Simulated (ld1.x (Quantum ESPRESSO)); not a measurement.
**promethium: variants of one TM semilocal potential**

Base potential:

```
Element                 : promethium (Pm)
Generator               : ld1.x (Quantum ESPRESSO) 7.5
Type                    : norm-conserving Troullier–Martins (semilocal form)
Functional              : LDA (PZ)
Relativity              : scalar-relativistic
Frozen core             : [Kr] 4d10
Valence charge          : 15
Reference configuration : 4f4.5 5s2 5p6 5d0.5 6s2 6p0
Partial waves           : 5s (bound): rc 2.40 bohr; 5p (bound): rc 2.10 bohr; 4f (bound): rc 1.40 bohr; 5d (bound): rc 2.55 bohr
Local potential         : the d channel
Core correction         : a·sin(br)/r model core, default radius (core density twice the valence density)
```

Occupied shells without a wave of their own: 6s. They enter only through the test configuration that unscreens the potential, and ld1.x also counts them in the model core charge.

Cutoffs, loose and tight: the cutoffs (Ry, on a coarse ladder) from which the occupation-weighted sum of valence levels, in a spherical-Bessel basis at the reference potential, stays within 10 and 1 mRy of its value at 400 Ry. They do not see the model core or the augmentation charge, which bear on the density cutoff. Test errors are all-electron minus pseudo excitation energies from the reference, over the configurations 4f5 5s2 5p6 5d0 6s2 6p0; 4f5 5s2 5p6 5d0 6s1 6p0; 4f5 5s2 5p6 5d0 6s0 6p0; 4f3 5s2 5p6 5d0 6s0 6p0; 4f5 5s2 5p6 5d1 6s0 6p0; 4f5 5s2 5p6 5d0.5 6s1.5 6p0; 4f5 5s2 5p6 5d0 6s1 6p1 (two spin-polarised tests are not counted in the largest error). A dash means not determined; rows that change the core or the reference have their own tests. The largest error is taken over the tests solved by every variant that gives reliable tests at all: 4f3 5s2 5p6 5d0 6s0 6p0; 4f5 5s2 5p6 5d0 6s0 6p0; 4f5 5s2 5p6 5d0 6s1 6p0; 4f5 5s2 5p6 5d0 6s2 6p0; 4f5 5s2 5p6 5d1 6s0 6p0.

With those shells counted twice in exchange and correlation these files are broken, and their errors move erratically; no question is asked of them.

A true bound ghost makes a file unfit for plane-wave use even where its test errors are small: the radial tests pick states by their node count and pass the ghost by. Where a test does run into it, the solver fails or the error is huge.

A semilocal file is local in each channel, so a ghost entry of none says nothing of the separable form that plane-wave codes build from it.

```csv
change,outcome,"cutoff, loose","cutoff, tight",bound ghosts,largest test error (meV)
base,"generated, misses its reference levels by 1.19 eV",180 Ry,260 Ry,none,-10068
wave 5s (bound): rc 2.40 bohr becomes 5s (bound): rc 1.50 bohr,generated,180 Ry,260 Ry,none,-1286
wave 5s (bound): rc 2.40 bohr becomes 5s (bound): rc 1.94 bohr,"generated, misses its reference levels by 0.32 eV",180 Ry,260 Ry,none,-3471
wave 5s (bound): rc 2.40 bohr becomes 5s (bound): rc 2.12 bohr,"generated, misses its reference levels by 0.56 eV",180 Ry,260 Ry,none,-5361
wave 5s (bound): rc 2.40 bohr becomes 5s (bound): rc 2.44 bohr,"generated, misses its reference levels by 1.27 eV",180 Ry,260 Ry,none,-10179
wave 5s (bound): rc 2.40 bohr becomes 5s (bound): rc 2.74 bohr,"generated, misses its reference levels by 1.73 eV",180 Ry,260 Ry,"s, f",-10797
wave 5s (bound): rc 2.40 bohr becomes 5s (bound): rc 2.98 bohr,"generated, misses its reference levels by 2.14 eV",180 Ry,260 Ry,"s, p, f",-11098
wave 5s (bound): rc 2.40 bohr becomes 5s (bound): rc 3.28 bohr,"generated, misses its reference levels by 2.55 eV",180 Ry,260 Ry,"s, p, f",-11273
wave 5s (bound): rc 2.40 bohr becomes 5s (bound): rc 3.58 bohr,"generated, misses its reference levels by 2.67 eV",180 Ry,260 Ry,"p, f",-11262
```

Reading the sweep of the s radius (base included, trends over the rows without a ghost): The loose cutoff stays near 180 Ry. Bound ghosts are found at 2.74, 2.98, 3.28, 3.58 bohr.
